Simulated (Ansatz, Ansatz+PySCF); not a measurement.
```xyz
3

O     0.0000    0.0000   -0.1292
H     0.0000    0.8145    0.5169
H     0.0000   -0.8145    0.5169
```

Basis set: def2-SVP (spherical functions). Correlated methods keep 1 orbital frozen. Charge 0, multiplicity 1.

Computed with Ansatz (development build ahead of 0.2.0); each method stands on the lowest determinant of its kind that the runs found. Restricted open shells among the atoms or ions are ROHF, correlated in semicanonical orbitals with singles.

(1) Give the atomization energy at this shape (free ground-state atoms in the same class of orbitals less the molecule, no zero-point energy) of singlet H₂O by RHF-CCSD(T), RHF-MP2, RHF, UHF.

Answers

(1)

| method | atomization energy |
| --- | --- |
| RHF-CCSD(T) | 206.68 kcal/mol |
| RHF-MP2 | 208.61 kcal/mol |
| RHF | 145.30 kcal/mol |
| UHF | 142.14 kcal/mol |

Caution: the shape is not the minimum.
